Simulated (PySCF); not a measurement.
Radial density of Ti²⁺ (titanium, charge +2)

BHandHLYP, [Ar] 3d1 4p1, one real determinant (an excited configuration). All numbers are calculated (PySCF 2.14, the non-relativistic Hamiltonian (point nucleus), in def2-TZVPPD).

```
r (bohr)  4πr²ρ (e/bohr)  4πr²(ρα − ρβ)
0.000985         0.08307         0.0000
 0.00166          0.2288         0.0000
 0.00279          0.6146         0.0000
 0.00469           1.601         0.0000
 0.00788           3.935         0.0001
  0.0133           8.803         0.0001
  0.0223           16.78         0.0004
  0.0375           24.66         0.0017
  0.0631           24.68         0.0071
   0.106           19.48         0.0234
   0.178           25.56         0.0513
   0.300           23.81         0.1119
   0.505           8.404         0.4449
   0.849           10.10         0.8574
    1.43           4.425         0.5355
    2.40          0.6321         0.4442
    4.04          0.2424         0.2421
    6.80        0.008727         0.0087
```

⟨L²⟩ = 8.01 against 12 for a pure F term, so this real determinant mixes terms.
